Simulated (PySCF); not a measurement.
Isomers of C2H5NSi, mass 71.019 u with the commonest isotopes. Computed with PBE0-D3(BJ)/def2-SVP geometry optimisation, gas phase (PySCF 2.14.0). One conformer each, none proved a minimum here; rigid rotors.

Task: Order these by rotational constant A, smallest first.
A. `N#C[SiH2]C`
B. `N#CC[SiH3]`
C. `[CH:1]#[C:2][SiH2:3][NH2:4]` with C2–Si3–N4–H -70° and 69°

Result: A (14380 MHz), C (16873 MHz), B (18884 MHz).

Task: Order these by rotational constant B, largest first.
A. `[CH:1]#[C:2][SiH2:3][NH2:4]` with C2–Si3–N4–H -70° and 69°
B. `C[SiH2]C#N`
C. `C(C#N)[SiH3]`

Result: B (3313 MHz), A (3199 MHz), C (2965 MHz).

```json
{"SMILES": "C#C[SiH2]N", "point group": "Cs", "Ia (u·Å²)": "29.95", "Ib (u·Å²)": "157.97", "Ic (u·Å²)": "179.04", "κ": "-0.95", "μa (D)": "0.16", "μb (D)": "1.56", "μc (D)": "0.01"}
{"SMILES": "C[SiH2]C#N", "point group": "Cs", "Ia (u·Å²)": "35.15", "Ib (u·Å²)": "152.57", "Ic (u·Å²)": "178.52", "κ": "-0.92", "μa (D)": "3.80", "μb (D)": "0.37", "μc (D)": "0.00"}
{"SMILES": "N#CC[SiH3]", "point group": "–", "Ia (u·Å²)": "26.76", "Ib (u·Å²)": "170.43", "Ic (u·Å²)": "187.99", "κ": "-0.97", "μa (D)": "3.28", "μb (D)": "1.97", "μc (D)": "0.00"}
```
